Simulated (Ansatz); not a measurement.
The cluster CaTe₂. Total charge 0; singlet. Geometry r2SCAN-D4/def2-TZVP, basis def2-TZVP, Ansatz.

```xyz
3

Ca    1.5639    0.2123    0.3758
Te   -0.7457    1.0584   -0.9965
Te   -0.8182   -1.2707    0.6208
```

```
run  HOMO (eV)  LUMO (eV)
  A      -3.63      -2.98
  B      -3.89      -2.50
  C      -6.76      -1.16
  D      -4.58      -2.51
  E      -4.67      -2.23
  F      -3.78      -2.95
```

In the def2 sets Te takes a core potential; there is no spin–orbit coupling. LC-ωPBE has ω = 0.4 bohr⁻¹. The structure comes from a short search, and lower isomers may exist.

Problem. The runs used BLYP, LC-ωPBE, PBE, PBE0, r2SCAN, r2SCAN0. Estimate which is which.

Solution. A BLYP (0 % exact exchange); B r2SCAN (0 % exact exchange); C LC-ωPBE (range-separated); D PBE0 (25 % exact exchange); E r2SCAN0 (25 % exact exchange); F PBE (0 % exact exchange). Exact exchange lowers occupied and raises empty levels; among semilocal functionals meta-GGAs tend to open the gap a little, and such runs are hard to tell apart. The gap grows from 0.65 eV (BLYP) to 5.59 eV (LC-ωPBE).
